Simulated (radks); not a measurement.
Values are calculated unless marked as measured or tabulated.
Coulomb parameter of the 3d shell of the iron ion Fe+ in the model configuration [Ar] 3d5 4s1 4p1, as a second difference U = [E(n + 0.25) + E(n - 0.25) - 2 E(n)] / (0.25)^2 with all orbitals relaxed. "Bare": the charge of the atom changes with n. "Screened": the 4p shell takes up the change at fixed total charge, which measures U(3d,3d) + U(4p,4p) - 2 U(3d,4p). Code: a radial shooting solver on a logarithmic mesh with Libxc functionals. Model: scalar-relativistic Kohn-Sham, r2SCAN, spin-unpolarised, spherical densities, finite nucleus; meta-GGA in the generalised Kohn-Sham scheme; Fermi nuclear charge, rms radius 3.7377 fm.

case                     configuration  E - E(n) (eV)
start                 [Ar] 3d5 4s1 4p1          0.000
bare +0.25         [Ar] 3d5.25 4s1 4p1         -5.289
bare -0.25         [Ar] 3d4.75 4s1 4p1          6.264
screened +0.25  [Ar] 3d5.25 4s1 4p0.75         -3.322
screened -0.25  [Ar] 3d4.75 4s1 4p1.25          3.668

U(bare) = 15.611 eV, U(screened by 4p) = 5.533 eV, against the Slater integral F0(3d,3d) = 24.724 eV with frozen orbitals.
